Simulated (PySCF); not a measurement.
## Carbon: a sound run and one with changed settings

Sound run: C⁺ [He] 2s2 2p1, C²⁺ [He] 2s2. Calculation: PySCF 2.14, in cc-pVDZ-DK (3s2p1d, 14 functions); the spin-free X2C one-electron Hamiltonian (Gaussian nucleus). The sound run starts from symmetry-adapted Hartree-Fock orbitals and uses a fine grid where one is needed.

Changed run: radial step 1.2 in ln r (0.13 in the sound run). This setting is unsound on purpose.

```
species  method  sound run (hartree)  changed run (hartree)  converged
     C⁺     UHF            -37.30463              -37.30463        yes
     C⁺     LDA            -37.04481              -37.27695        yes
     C⁺    TPSS            -37.45315              -37.74168        yes
    C²⁺     UHF            -36.41588              -36.41588        yes
    C²⁺     LDA            -36.13357              -36.34451        yes
    C²⁺    TPSS            -36.53294              -36.79095        yes
```

Ionisation energy of C⁺:

```
method  sound run (eV)  changed run (eV)
   UHF          24.184            24.184
   LDA          24.796            25.373
  TPSS          25.040            25.871
```

A coarse radial grid mis-integrates the density and the exchange-correlation energy, with errors of either sign; Hartree-Fock needs no grid.

For comparison, NIST gives 24.383 eV between the lowest levels.
